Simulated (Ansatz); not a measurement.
Stretching the Si5–H6 bond in BH5OSi (SMILES BO[SiH3]) (multiplicity 1 held, fragments rigid). Energies count from the point at 1.477 Å.
Geometry at that point (charge 0, multiplicity 1):
```xyz
8

B     -0.35531     0.16771     1.74611
H     -1.12198     0.72283     2.47444
H      0.51570    -0.54224     2.16560
O     -0.48933     0.35731     0.41765
Si     0.33066    -0.20123    -0.91476
H      0.86264     0.96822    -1.64325
H     -0.62978    -0.93425    -1.76420
H      1.43536    -1.09434    -0.49777
```

R- and RO- levels are restricted; in cc, def2 and unpolarised 6-31G sets they are followed outwards from rest. Active spaces are followed from a long bond inwards. Curves can end on different states.

Frozen-core correlation.

Programs: Ansatz (Gaussian basis) for Hartree–Fock, density functionals and correlated methods. Each number belongs to the level named beside it.

What is the computed energy at R = 4.726 Å (R-MP2/cc-pV(D+d)Z)?

529 kJ/mol

What energy at R = 4.726 Å does SC-NEVPT2 on CASSCF(2,2)/cc-pV(D+d)Z give?

382 kJ/mol

Give the energy at R = 4.726 Å at the level FIC-MRCISD+Q on CASSCF(2,2)/cc-pV(D+d)Z.

397 kJ/mol

Doubts at one or more of the structures used: a restricted determinant that unrestricted orbitals would lower (R-MP2/cc-pV(D+d)Z).

Ansatz is a first-principles code.
